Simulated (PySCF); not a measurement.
Vertical excitations of a molecule CH6O2Si2 from TDA-PBE0/def2-SVPD in PySCF, as energy in eV (oscillator strength): 3.22 (0.001), 5.71 (0.000), 6.12 (0.012), 6.49 (0.000), 6.63 (0.028), 7.09 (0.055), 7.09 (0.001), 7.22 (0.007), 7.40 (0.071), 7.44 (0.137). Lowest triplet (TDA): 2.44 eV. Geometry: B3LYP-D3(BJ)/def2-SVP. The values are those of a single conformer.

Problem. Which molecule gave these data?
(A) O=C[SiH2][SiH2]O
(B) O[Si@@H]1C[SiH2]O1
(C) O=C[SiH2]O[SiH3]
(D) O=C[Si@@H](O)[SiH3]

Solution. C, O=C[SiH2]O[SiH3]
